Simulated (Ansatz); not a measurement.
`N[Si](S)(Cl)C=O` and `N[SiH](S)Cl` differ in one atom or group.

Ansatz, PBE0-D4/def2-TZVP geometries, multiplicity 1. Each molecule was computed in one conformer, which needn't be the lowest.

```tsv
property	`N[Si](S)(Cl)C=O`
HOMO–LUMO gap (PBE/def2-TZVPP) / eV	2.69
HOMO–LUMO gap (B3LYP/def2-TZVPP) / eV	4.83
LUMO energy (PBE0/def2-TZVPP) / eV	-1.80
LUMO energy (PBE/def2-TZVPP) / eV	-2.92
HOMO energy (PBE0/def2-TZVPP) / eV	-7.08
LUMO energy (B3LYP/def2-TZVPP) / eV	-2.04
```

**Question.** Give the same properties after the change, and the shifts. (Best estimate.)

**Answer.** The calculation gave: 
```json
{"property": "HOMO–LUMO gap (PBE/def2-TZVPP) / eV", "`N[SiH](S)Cl`": "5.62", "shift": "2.93"}
{"property": "HOMO–LUMO gap (B3LYP/def2-TZVPP) / eV", "`N[SiH](S)Cl`": "7.29", "shift": "2.46"}
{"property": "LUMO energy (PBE0/def2-TZVPP) / eV", "`N[SiH](S)Cl`": "0.09", "shift": "1.89"}
{"property": "LUMO energy (PBE/def2-TZVPP) / eV", "`N[SiH](S)Cl`": "-0.84", "shift": "2.08"}
{"property": "HOMO energy (PBE0/def2-TZVPP) / eV", "`N[SiH](S)Cl`": "-7.71", "shift": "-0.63"}
{"property": "LUMO energy (B3LYP/def2-TZVPP) / eV", "`N[SiH](S)Cl`": "-0.15", "shift": "1.89"}
```

With PBE0 the HOMO falls by 0.63 eV and the LUMO rises by 1.89 eV, so the gap widens by about 2.52 eV. PBE moves the HOMO by -0.84 eV and ωB97M-V by -0.56 eV.

B3LYP here is the variant with VWN-RPA as its local correlation; programs differ in this.
